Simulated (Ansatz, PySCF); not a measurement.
System: BaF, charge 0, multiplicity 2. 
Geometry from a B3LYP-D3(BJ)/def2-TZVP (Ansatz, a program for electronic structure) optimisation:
```
Ba
F 1 2.1684
```
Charge 0, spin multiplicity 2.

Quantity: vertical ionisation energy (to the singlet state of charge +1; each state is the SCF solution reached for its spin), in eV. Cores are frozen in the correlated levels unless marked. UHF or UKS for open shells. Spin-orbit coupling is left out. Frozen are the shells of the preceding noble gas and the d and f shells that filled before the atom's block. The outer core of K, Ca and their heavier congeners is not correlated, a term that matters for these elements. In def2 rows, elements after Kr have scalar-relativistic effective core potentials. CBS(X,Y): correlation extrapolated as X^-3; Hartree-Fock from the larger set.

```json
[
 {"level": "SVWN5/def2-TZVPD", "program": "Ansatz", "vertical ionisation energy (eV)": "5.02"},
 {"level": "PBE/def2-TZVPD", "program": "Ansatz", "vertical ionisation energy (eV)": "4.87"},
 {"level": "PBE0/def2-TZVPD", "program": "Ansatz", "vertical ionisation energy (eV)": "4.82"},
 {"level": "BHLYP/def2-TZVPD", "program": "Ansatz", "vertical ionisation energy (eV)": "4.77"},
 {"level": "CAM-B3LYP/def2-TZVPD", "program": "Ansatz", "vertical ionisation energy (eV)": "4.86"},
 {"level": "wB97M-V/def2-TZVPD", "program": "Ansatz", "vertical ionisation energy (eV)": "4.66"},
 {"level": "wB97X-V/def2-TZVPD", "program": "Ansatz", "vertical ionisation energy (eV)": "4.62"},
 {"level": "CCSD/def2-SVPD", "program": "Ansatz", "vertical ionisation energy (eV)": "4.44"},
 {"level": "CCSD/def2-TZVPPD", "program": "Ansatz", "vertical ionisation energy (eV)": "4.43"},
 {"level": "CCSD/CBS(def2-TZVPPD,def2-QZVPPD)", "program": "Ansatz", "vertical ionisation energy (eV)": "4.45"},
 {"level": "CCSD(T)/def2-SVPD", "program": "Ansatz", "vertical ionisation energy (eV)": "4.43"},
 {"level": "CCSD(T)/def2-TZVPPD", "program": "Ansatz", "vertical ionisation energy (eV)": "4.43"},
 {"level": "CCSD(T)/def2-QZVPPD", "program": "Ansatz", "vertical ionisation energy (eV)": "4.45"},
 {"level": "CCSD(T)/CBS(def2-TZVPPD,def2-QZVPPD)", "program": "Ansatz", "vertical ionisation energy (eV)": "4.46"}
]
```

For comparison, minus the highest occupied orbital energy (PySCF): 4.49 eV at HF/def2-TZVPD, 2.88 eV at TPSS/def2-TZVPD, 3.09 eV at BP86/def2-TZVPD.
